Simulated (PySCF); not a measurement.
Species: C3H11Si3 (doublet state).
Geometry (GFN2-xTB, Å), atoms numbered from 1 in this order:
```
atom  x, y, z in Å
Si1   -2.0945   -0.1721    1.2136
C2    -2.2352    0.5211   -0.5048
C3    -1.2717    0.5668   -1.4744
Si4    0.4337   -0.0563   -1.4553
C5     1.3714   -0.8985   -0.0473
Si6    2.4896    0.2742    0.9581
H7    -3.3525    0.0795    1.9220
H8    -0.9904    0.4410    1.9722
H9    -1.8519   -1.6275    1.2094
H10   -3.1972    0.9462   -0.7697
H11   -1.5538    1.0140   -2.4259
H12    1.2624    0.2687   -2.6128
H13    1.9846   -1.7046   -0.4549
H14    0.6552   -1.3637    0.6281
H15    3.5039    0.8339    0.0589
H16    3.1585   -0.4678    2.0301
H17    1.6809    1.3570    1.5158
```

The hyperfine couplings belong to this conformer and change with its torsions.

As a line formula: `[SiH3]/C=C\[SiH]C[SiH3]` [radical].

Method used: PySCF 2.14.0, UKS B3LYP, pcH-1 on C H Si, non-relativistic, mean-field spin-orbit, GIAO. Isolated species at its GFN2-xTB geometry (one conformer only). Couplings are sensitive to structure, and on GFN2-xTB geometries they can be far from those on DFT ones, by a factor of two or more for some ions and for spin on atoms past the first row. No stability test was run, so a lower SCF solution isn't excluded.

Match the computed a_iso(29Si) values -133.0, -61.8, +19.3 MHz with the sites Si1; Si4; Si6.

```csv
site,a_iso (MHz),ρ(0) (bohr⁻³),position,distance from Si4 (Å),spin population,largest |T| (MHz)
Si1,+19.3,-0.0217,3 bonds from Si4,3.68,-0.01,1.7
Si4,-133.0,+0.1508,largest spin population,0.00,+0.83,151.1
Si6,-61.8,+0.0696,2 bonds from Si4,3.19,+0.02,5.4
```

Match the computed a_iso(13C) values -35.1, +34.1, -8.3 MHz with the sites C2; C3; C5.

```
site  a_iso (MHz)  ρ(0) (bohr⁻³)          position  distance from Si4 (Å)  spin population  largest |T| (MHz)
  C2        +34.1        +0.0304  2 bonds from Si4                   2.89            +0.41               61.3
  C3        -35.1        -0.0312   1 bond from Si4                   1.82            -0.19               19.2
  C5         -8.3        -0.0074   1 bond from Si4                   1.89            -0.04                3.7
```

ρ(0) is the spin density at the nucleus and T the dipolar tensor; a_iso includes a spin–orbit part; entries for several nuclei are means. The largest Mulliken spin populations are on Si4 (+0.83), C2 (+0.41) and C3 (-0.19). The angles at Si4 add up to 359.5°, so it is planar; its axial dipolar tensor and the negative coupling of its proton fit spin in a p orbital normal to that plane.

β density exceeds α density at some nuclei, such as C3 (-0.0312), Si1 (-0.0217) and H12 (-0.0090), spin density in bohr⁻³. In a single determinant that takes different orbitals for the two spins, that is spin polarisation.

Nuclei that the bonding pattern makes equivalent are averaged, as if the motion that swaps them (rotation, inversion, ring flip) were fast. The three 1H nuclei of mean +13.4 MHz run from -0.4 to 22.8 MHz in the frozen geometry. The three 1H nuclei of mean +5.2 MHz run from -0.8 to 16.8 MHz in the frozen geometry. The 1H value of +16.7 MHz is a mean of couplings from 7.7 to 25.8 MHz in this one geometry, not an average over conformers.
